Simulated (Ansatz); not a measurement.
The same path of BrH + CH5B (9 atoms, charge 0, multiplicity 1) was run twice with different band settings. Lost on the way: B1–C2, Br8–H9. Made: B1–Br8, C2–H9.

The calculation used RKS r2SCAN-D4/def2-SVP (Ansatz).

Relaxed end points:

```xyz
9
Properties=species:S:1:pos:R:3
B 0.015 0.073 0.295
C 0.055 0.363 1.832
H -0.882 0.164 2.376
H 0.909 -0.075 2.372
H 0.203 1.463 1.882
H 1.045 -0.055 -0.329
H -1.015 0.202 -0.329
Br -0.326 -2.756 0.383
H -0.463 -2.738 1.801
```

```xyz
9
Properties=species:S:1:pos:R:3
B -0.110 -0.703 -0.675
C 0.015 0.045 2.604
H -0.939 0.324 3.070
H 0.818 0.083 3.352
H 0.243 0.749 1.792
H 1.012 -0.274 -0.716
H -1.096 -0.017 -0.640
Br -0.341 -2.589 -0.712
H -0.059 -0.977 2.207
```

Common settings: movable images 5; climbing image yes; spring 5.0 eV/Å²; optimiser quadratic models (default); force threshold 0.05 eV/Å; iteration limit 60; end points relaxed.

| run | start path |
| --- | --- |
| 1 | through a guess of the saddle point |
| 2 | straight line |

Problem. What does each run give, and how far can it be trusted?

Solution. Run 1: converged after 13 iterations, highest image 0.411 eV above the first end. A vibrational analysis at the climbing image gives one clearly imaginary mode, 637i cm⁻¹: a first-order saddle point.
Run 2: converged after 15 iterations, highest image 0.410 eV above the first end. Another band between the same ends (5 images) ends at a top of the same energy, where a vibrational analysis finds 1 clearly imaginary mode.
The orbitals stay closed-shell, which can raise the energy where a bond breaks towards radicals; this wasn't checked here.
